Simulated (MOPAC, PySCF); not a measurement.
C11H7N, SMILES `c1c2-c(ccc(cc2)C#N)cc1`, neutral singlet in the gas phase. 

Cartesian coordinates (Å):
```xyz
19

N     -4.7724     0.2378     0.0901
C     -3.6130     0.1800     0.0681
C     -2.1728     0.1082     0.0409
C     -1.6371    -1.0650    -0.5271
C     -0.2974    -1.4218    -0.6935
C      0.8535    -0.7193    -0.3454
C      2.1780    -1.1466    -0.5463
C      3.0461    -0.1517    -0.0575
C      2.3001     0.9236     0.4618
C      0.9331     0.6303     0.3117
C     -0.1284     1.4430     0.7015
C     -1.5022     1.2214     0.5863
H     -2.3732    -1.7890    -0.8833
H     -0.1269    -2.3948    -1.1661
H      2.4694    -2.0912    -1.0044
H      4.1356    -0.2060    -0.0780
H      2.7009     1.8336     0.9069
H      0.1556     2.3933     1.1656
H     -2.1488     2.0142     0.9686
```
Charge 0, spin multiplicity 1.

All levels are single points at this geometry (B3LYP-D3(BJ)/def2-SVP); Pople sets use spherical d functions. Orbital energies aren't observables, and empty levels follow the basis.

```json
[
 {"level": "B3LYP-D3(BJ)/def2-TZVP in PySCF", "HOMO (eV)": "-6.10", "LUMO (eV)": "-3.11", "gap (eV)": "2.99", "dipole (D)": "4.26", "vertical IE, Delta-SCF (eV)": "7.81"},
 {"level": "PBE-D3(BJ)/def2-TZVP in PySCF", "HOMO (eV)": "-5.49", "LUMO (eV)": "-3.66", "gap (eV)": "1.83", "dipole (D)": "4.24", "vertical IE, Delta-SCF (eV)": "7.84"},
 {"level": "B3LYP/6-31G* in PySCF", "HOMO (eV)": "-5.76", "LUMO (eV)": "-2.74", "gap (eV)": "3.02", "dipole (D)": "4.04", "vertical IE, Delta-SCF (eV)": "7.55"},
 {"level": "M06-2X/6-31G* in PySCF", "HOMO (eV)": "-6.95", "LUMO (eV)": "-2.04", "gap (eV)": "4.92", "dipole (D)": "3.81", "vertical IE, Delta-SCF (eV)": "–"},
 {"level": "PBE/6-31G* in PySCF", "HOMO (eV)": "-5.16", "LUMO (eV)": "-3.32", "gap (eV)": "1.84", "dipole (D)": "4.02", "vertical IE, Delta-SCF (eV)": "7.59"},
 {"level": "SVWN5/6-31G* in PySCF", "HOMO (eV)": "-5.34", "LUMO (eV)": "-3.52", "gap (eV)": "1.82", "dipole (D)": "4.10", "vertical IE, Delta-SCF (eV)": "7.84"},
 {"level": "HF/6-31G* in PySCF", "HOMO (eV)": "-7.48", "LUMO (eV)": "0.41", "gap (eV)": "7.89", "dipole (D)": "4.03", "vertical IE, Delta-SCF (eV)": "–"},
 {"level": "PM3 in MOPAC", "HOMO (eV)": "-8.43", "LUMO (eV)": "-1.84", "gap (eV)": "6.59", "dipole (D)": "2.13", "vertical IE, Delta-SCF (eV)": "–"},
 {"level": "PM6 in MOPAC", "HOMO (eV)": "-8.59", "LUMO (eV)": "-1.86", "gap (eV)": "6.73", "dipole (D)": "2.59", "vertical IE, Delta-SCF (eV)": "–"}
]
```
